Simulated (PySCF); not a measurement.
C5H5Cl3.
Geometry (GFN2-xTB, Å), atoms numbered from 1 in this order:
```
atom  x, y, z in Å
C1     1.8431   -0.8266    0.1606
C2     1.1437    0.2957    0.0483
C3    -0.3050    0.4623   -0.0483
C4    -0.8278    1.6848   -0.1535
C5    -1.1719   -0.7638   -0.0255
Cl6   -2.9098   -0.4181   -0.1533
Cl7   -0.9377   -1.6557    1.5049
Cl8   -0.7605   -1.8353   -1.3948
H9     1.4036   -1.8066    0.1964
H10    2.9174   -0.7910    0.2220
H11    1.6731    1.2390    0.0200
H12   -0.1885    2.5500   -0.1671
H13   -1.8840    1.8658   -0.2275
```

Computed at PBE0/pcSseg-1 (PySCF, non-relativistic), with Q(35Cl) = −0.0817 b: Cl6, 35Cl (I = 3/2): χzz = -83.66 MHz, η = 0.007; Cl7, 35Cl (I = 3/2): χzz = -83.85 MHz, η = 0.041.

**Question.** Where would the pure quadrupole (NQR) lines of 35Cl at Cl6 fall for the rigid, isolated species?

**Answer.** From ν = (|χ|/2)√(1 + η²/3): ν = 41.83 MHz (chlorine of a CCl3 group). For 37Cl the ratio of quadrupole moments, 0.7881, gives 32.97 MHz.

**Question.** Find the zero-field quadrupole resonance frequencies of 35Cl at Cl7.

**Answer.** From ν = (|χ|/2)√(1 + η²/3): ν = 41.94 MHz (chlorine of a CCl3 group). For 37Cl the ratio of quadrupole moments, 0.7881, gives 33.05 MHz.

**Question.** Apply the simplest Townes–Dailey estimate (no s hybridisation, no π bonding), ionic character = 1 − χzz/χ0, where χ0 is the coupling for one missing p electron along the bond: −109.74 MHz for 35Cl.

**Answer.** Cl6 on C5: 1 − (-83.66)/(-109.74) = 0.24; Cl7 on C5: 1 − (-83.85)/(-109.74) = 0.24. In this model a purely covalent bond gives χ0 and a free halide ion gives zero; s hybridisation or π bonding, where present, is counted here as ionic character.

In a crystal, neighbours and librations shift these lines. GFN2-xTB bond lengths can be off by several hundredths of an ångström, more for odd bonds, and the gradients follow them. With a basis this small, the couplings can be 20 % off.

One conformer stands for the species.
